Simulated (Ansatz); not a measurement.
One change: `CC(Cl)BS` becomes `BC(C)Cl`.

Ansatz, PBE0-D4/def2-TZVP geometries, multiplicity 1. Each molecule was computed in one conformer, which needn't be the lowest.

| property | `CC(Cl)BS` |
| --- | --- |
| HOMO–LUMO gap (B3LYP/def2-TZVPP) / eV | 6.37 |
| HOMO energy (PBE/def2-TZVPP) / eV | -6.77 |
| LUMO energy (B3LYP/def2-TZVPP) / eV | -1.43 |
| HOMO energy (B3LYP/def2-TZVPP) / eV | -7.80 |
| LUMO energy (ωB97M-V/def2-TZVPP) / eV | 0.74 |
| HOMO energy (PBE0/def2-TZVPP) / eV | -8.05 |

(1) What does the change do to each property? (Estimate.)

## Answers

(1) Computed: 
| property | `BC(C)Cl` | shift |
| --- | --- | --- |
| HOMO–LUMO gap (B3LYP/def2-TZVPP) / eV | 7.86 | 1.49 |
| HOMO energy (PBE/def2-TZVPP) / eV | -7.36 | -0.59 |
| LUMO energy (B3LYP/def2-TZVPP) / eV | -0.63 | 0.80 |
| HOMO energy (B3LYP/def2-TZVPP) / eV | -8.49 | -0.69 |
| LUMO energy (ωB97M-V/def2-TZVPP) / eV | 1.50 | 0.76 |
| HOMO energy (PBE0/def2-TZVPP) / eV | -8.71 | -0.66 |

With PBE0 the HOMO falls by 0.66 eV and the LUMO rises by 0.89 eV, so the gap widens by about 1.55 eV. PBE moves the HOMO by -0.59 eV and ωB97M-V by -0.72 eV.

B3LYP here is the variant with VWN-RPA as its local correlation; programs differ in this.
